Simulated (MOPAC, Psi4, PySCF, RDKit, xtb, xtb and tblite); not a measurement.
Two geometries of H₈N₂Si₂, SMILES N[SiH2][SiH2]N, relaxed at GFN2-xTB with one dihedral held; other torsions can differ between them too.

Structure A

```
12

N      2.4124    -0.4414    -0.0212
Si     0.8932    -0.1061     0.7225
Si     0.5574     2.1487     0.4702
N     -0.8589     2.5190     1.3861
H      2.7375     0.1107    -0.7960
H      2.7282    -1.3919    -0.1146
H      1.0577    -0.5999     2.1003
H     -0.1935    -0.9352     0.1590
H      0.1994     2.5983    -0.8841
H      1.7243     2.9819     0.8375
H     -0.9319     2.1792     2.3311
H     -1.2333     3.4529     1.3394
```

Structure B

```
12

N      2.2510    -0.7181    -0.1305
Si     0.8750    -0.0724     0.6965
Si     1.1929    -0.4325     2.9405
N     -0.3132    -0.0712     3.7018
H      2.5370    -0.2927    -0.9967
H      3.0720    -0.9603     0.3994
H     -0.2816    -0.7471     0.0808
H      0.7050     1.3534     0.3562
H      2.1302     0.4793     3.6136
H      1.7046    -1.7850     3.2606
H     -1.1595    -0.4620     3.3213
H     -0.3626    -0.0862     4.7077
```

### Question
Which is lower in energy at the level DF-MP2 (frozen core)/cc-pVTZ // GFN2-xTB in Psi4, and by how much?

### Answer
A is lower, by 0.31 kcal/mol (dihedral H5–N1–Si2–Si3: -30° in A, -150° in B).

E(B) − E(A) in kcal/mol at the other levels, on the same two geometries: GFN2-xTB (xtb and tblite) 0.61; MMFF94 // GFN2-xTB (RDKit) -0.67; B3LYP/def2-TZVP // GFN2-xTB (Psi4) 0.30; B3LYP-D3(BJ)/def2-TZVP // GFN2-xTB (Psi4) 0.30; PBE/def2-TZVP // GFN2-xTB (Psi4) 0.17; PBE-D3(BJ)/def2-TZVP // GFN2-xTB (Psi4) 0.17; wB97X-D/def2-TZVP // GFN2-xTB (Psi4) 0.30; HF/cc-pVTZ // GFN2-xTB (Psi4) 0.41; UFF // GFN2-xTB (RDKit) -1.55; PM7, restricted, heats of formation // GFN2-xTB (MOPAC) 0.52; PM6, restricted, heats of formation // GFN2-xTB (MOPAC) 1.02; GFN1-xTB // GFN2-xTB (xtb) 0.97; restricted B3LYP/6-31G*, spherical d // GFN2-xTB (PySCF) 0.28; restricted B3LYP/3-21G // GFN2-xTB (PySCF) 0.90; restricted Hartree-Fock/3-21G // GFN2-xTB (PySCF) 1.17; restricted B3LYP/6-311+G**, spherical d, density fitting // GFN2-xTB (PySCF) 0.33.

MMFF94 has few fitted parameters for silicon.
